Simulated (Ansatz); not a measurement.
Reactions of CH₄ClFSSn (`C[S][SnH]([F])[Cl]`).

Calculated with Ansatz (gas phase, PBE0-D4/def2-TZVP geometries, no zero-point term in ΔE). CCSD(T)/CBS adds triple-zeta CCSD(T) − MP2 to the extrapolated MP2 energy (def2 sets, frozen cores). This one scheme is used for every species. Functionals use def2-TZVPP. Elements past krypton have def2 core potentials. For Ge, Sn outer-core shells are correlated without core-valence functions, which leaves a few kJ/mol of doubt a bond. Scalar relativity is left out up to krypton. Each species was taken in one conformer, which may not be the lowest.

| reaction | ωB97M-V (kJ/mol) | CCSD(T)/CBS(def2) (kJ/mol) |
| --- | --- | --- |
| `C[S][SnH]([F])[Cl]` + GeH₄ → `[F][SnH]([Cl])[GeH3]` + CH₃SH | 14 | 16 |
| `C[S][SnH]([F])[Cl]` + `O[Si](F)(F)F` → `CO[Si](F)(F)F` + `[F][SnH]([SH])[Cl]` | 43 | 48 |
| `C[S][SnH]([F])[Cl]` + `[F][AlH][NH][SiH3]` → `C[N]([SiH3])[AlH][F]` + `[F][SnH]([SH])[Cl]` | 37 | 40 |
| `C[S][SnH]([F])[Cl]` + CH₃OH → `C[O][SnH]([F])[Cl]` + CH₃SH | 40 | 39 |

Largest T1 diagnostic: 0.014, for `C[O][SnH]([F])[Cl]`.
